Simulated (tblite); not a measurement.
Input of a run (GFN2-xTB geometry optimisation, gas phase (tblite 0.8.0)), started from a force field or distance geometry:
```
{"job": {"kind": "relax", "xc": "GFN2-xTB", "basis": "xTB"}, "charge": -1, "multiplicity": 1}
C      3.715000     0.822200    -0.702700
C      2.271300     0.436300    -0.457100
C      1.845100    -0.840200    -0.246300
C      0.513600    -0.980100    -0.045200
C     -0.140100    -2.334500     0.208300
C     -0.231400     0.161800    -0.048200
C     -1.676900     0.292000     0.154300
C     -2.478100     0.205800    -1.104000
C     -2.020500     1.655500     0.756400
P      0.854500     1.513700    -0.343800
H      3.874900     1.187000    -1.722200
H      4.039300     1.627500    -0.012400
H      4.384700    -0.039200    -0.517500
H      2.542200    -1.698500    -0.267700
H     -0.971500    -2.115700     0.916900
H     -0.440900    -2.826000    -0.707200
H      0.589200    -3.005400     0.730000
H     -2.114400    -0.442000     0.876000
H     -2.353900     1.077200    -1.773100
H     -3.546100     0.217200    -0.795300
H     -2.331300    -0.736900    -1.658300
H     -1.192800     1.996900     1.386100
H     -2.166300     2.339000    -0.117100
H     -2.977400     1.506400     1.331200
```

Output (eV, eV/Å):
```
step      E/eV     max force
  0    -791.76156    3.181
  1    -792.01291    1.212
  2    -792.09255    0.585
  3    -792.16226    0.530
  4    -792.20855    0.459
  5    -792.24404    0.338
  6    -792.26029    0.294
  7    -792.27361    0.256
  8    -792.28373    0.241
  9    -792.29015    0.163
 10    -792.29463    0.180
 11    -792.29944    0.180
 12    -792.30502    0.170
 13    -792.31016    0.145
 14    -792.31424    0.121
 15    -792.31810    0.157
 16    -792.32204    0.159
 17    -792.32502    0.106
 18    -792.32682    0.111
 19    -792.32825    0.113
 20    -792.33018    0.132
 21    -792.33288    0.134
 22    -792.33559    0.108
 23    -792.33754    0.116
 24    -792.33929    0.118
 25    -792.34161    0.129
 26    -792.34463    0.148
 27    -792.34815    0.135
 28    -792.35163    0.103
 29    -792.35473    0.116
 30    -792.35739    0.104
 31    -792.35972    0.097
 32    -792.36186    0.130
 33    -792.36413    0.125
 34    -792.36652    0.141
 35    -792.36790    0.186
 36    -792.37037    0.107
 37    -792.37182    0.069
 38    -792.37309    0.065
 39    -792.37416    0.076
 40    -792.37553    0.074
 41    -792.37671    0.069
 42    -792.37777    0.068
 43    -792.37868    0.067
 44    -792.37942    0.054
 45    -792.37992    0.044
 46    -792.38026    0.036
 47    -792.38048    0.032
 48    -792.38065    0.029
 49    -792.38081    0.022
 50    -792.38097    0.023
 51    -792.38108    0.023
 52    -792.38118    0.020
 53    -792.38126    0.022
 54    -792.38134    0.022
 55    -792.38144    0.025
 56    -792.38156    0.025
 57    -792.38168    0.023
 58    -792.38181    0.026
 59    -792.38197    0.029
 60    -792.38212    0.027
 61    -792.38225    0.021
 62    -792.38236    0.022
 63    -792.38247    0.024
 64    -792.38259    0.029
 65    -792.38269    0.022
 66    -792.38277    0.021
 67    -792.38283    0.019
 68    -792.38290    0.019
 69    -792.38298    0.023
 70    -792.38307    0.021
 71    -792.38317    0.024
 72    -792.38327    0.020
 73    -792.38337    0.024
 74    -792.38349    0.024
 75    -792.38365    0.030
 76    -792.38387    0.043
 77    -792.38415    0.048
 78    -792.38447    0.044
 79    -792.38484    0.042
 80    -792.38525    0.040
 81    -792.38563    0.046
 82    -792.38588    0.046
 83    -792.38607    0.044
 84    -792.38600    0.076
 85    -792.38644    0.046
 86    -792.38662    0.040
 87    -792.38698    0.020
 88    -792.38708    0.019
 89    -792.38720    0.026
 90    -792.38734    0.029
 91    -792.38752    0.029
 92    -792.38769    0.034
 93    -792.38795    0.039
 94    -792.38836    0.048
 95    -792.38890    0.050
 96    -792.38938    0.059
 97    -792.38937    0.103
 98    -792.38997    0.055
 99    -792.39033    0.038
100    -792.39065    0.032
101    -792.39169    0.061
102    -792.39207    0.063
103    -792.39263    0.039
104    -792.39292    0.033
105    -792.39317    0.046
106    -792.39342    0.042
107    -792.39373    0.039
108    -792.39418    0.037
109    -792.39446    0.042
110    -792.39495    0.041
111    -792.39531    0.035
112    -792.39567    0.038
113    -792.39602    0.037
114    -792.39639    0.038
115    -792.39667    0.071
116    -792.39697    0.044
117    -792.39722    0.025
118    -792.39746    0.018
119    -792.39755    0.017
120    -792.39769    0.021
121    -792.39777    0.022
122    -792.39790    0.024
123    -792.39805    0.024
124    -792.39823    0.028
125    -792.39844    0.030
126    -792.39868    0.034
127    -792.39895    0.035
128    -792.39919    0.026
129    -792.39935    0.025
130    -792.39945    0.029
131    -792.39957    0.022
132    -792.39974    0.023
133    -792.39988    0.020
134    -792.39997    0.018
135    -792.40003    0.018
136    -792.40010    0.017
137    -792.40018    0.016
138    -792.40024    0.017
139    -792.40029    0.019
140    -792.40035    0.020
141    -792.40044    0.021
142    -792.40057    0.020
143    -792.40072    0.022
144    -792.40088    0.030
145    -792.40104    0.040
146    -792.40126    0.038
147    -792.40178    0.034
148    -792.40233    0.046
149    -792.40275    0.055
150    -792.40267    0.101
151    -792.40351    0.047
152    -792.40382    0.038
153    -792.40422    0.040
154    -792.40445    0.028
155    -792.40464    0.034
156    -792.40478    0.029
157    -792.40488    0.028
158    -792.40497    0.019
159    -792.40503    0.017
160    -792.40510    0.018
161    -792.40516    0.018
162    -792.40521    0.016
163    -792.40525    0.015
164    -792.40529    0.012
165    -792.40534    0.017
166    -792.40538    0.021
167    -792.40543    0.022
168    -792.40549    0.016
169    -792.40554    0.017
170    -792.40557    0.015
171    -792.40559    0.011
172    -792.40562    0.010
```

Problem. Summarise the run.

Solution. The energy falls by 14.9 kcal/mol over 172 L-BFGS steps, the largest force on an atom goes from 3.18 to 0.010 eV/Å, and the atoms move by 0.438 Å rms after alignment. The bond that changes most is C3–C4 (aromatic CH carbon to substituted aromatic carbon), which lengthens by 0.048 Å. Bonds longer at the end by more than 0.005 Å: 6 of 24; shorter: 15. Among the angles that change most is H15–C5–H16, from 114.8° to 107.6°. Among the dihedrals that turn most is H11–C1–C2–C3, from 112° to 65°. The energy rose by more than 1e-5 eV at steps 84 and 150. The first step brought 39 % of the lowering.

Problem. What are the final bond lengths?

Solution. C1–C2 1.501 Å, C2–C3 1.380 Å, C3–C4 1.402 Å, C4–C5 1.503 Å, C4–C6 1.386 Å, C6–C7 1.505 Å, C7–C8 1.532 Å, C7–C9 1.526 Å, C6–P10 1.762 Å, C2–P10 1.754 Å, C1–H11 1.096 Å, C1–H12 1.090 Å, C1–H13 1.095 Å, C3–H14 1.086 Å, C5–H15 1.094 Å, C5–H16 1.094 Å, C5–H17 1.091 Å, C7–H18 1.100 Å, C8–H19 1.088 Å, C8–H20 1.093 Å, C8–H21 1.088 Å, C9–H22 1.088 Å, C9–H23 1.088 Å, C9–H24 1.093 Å. Numbering counts from 1 in the input's order; the species is `Cc1cc(C)c(C(C)C)[p-]1`.

Its GFN2-xTB frequencies are all real (lowest 35 cm⁻¹). 2 starts were optimised and ended at 0.00 and 1.10 kcal/mol (GFN2-xTB); the lowest of these is shown.

One conformer stands for the species.

These are computed values.
